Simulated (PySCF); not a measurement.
Input file for PySCF: R-BP86/6-31G* on CH7AsSi (SMILES C[SiH2][AsH2]), a point of a torsion scan.

```python
from pyscf import gto, scf, dft, mp
from pyscf.data.elements import chemcore

mol = gto.M(
    atom='''
    C    -1.21094483    0.65786489    0.07567059
    Si   -0.10319833   -0.88442033   -0.05066671
    As    2.11255262   -0.20190251    0.21365925
    H    -2.26356582    0.40680104   -0.00361155
    H    -0.98044148    1.37078915   -0.71282662
    H    -1.06155376    1.16223899    1.02781468
    H    -0.40105942   -1.56685577   -1.32155784
    H    -0.48314194   -1.81593642    1.02673207
    H     2.29172639    0.02257707   -1.25962005
    H     2.61906005   -1.60307151    0.04122083
    ''',
    basis='6-31g*',
    cart=True,
    charge=0, spin=0, verbose=3, max_memory=1800)
mf = dft.RKS(mol, xc='b88,p86')
mf.conv_tol = 1e-8
mf.max_cycle = 100
mf.kernel()
if not mf.converged:
    mf = mf.newton().run(mf.mo_coeff, mf.mo_occ)
```

Q: What total energy does the run end on?

A: -2567.6864 hartree.
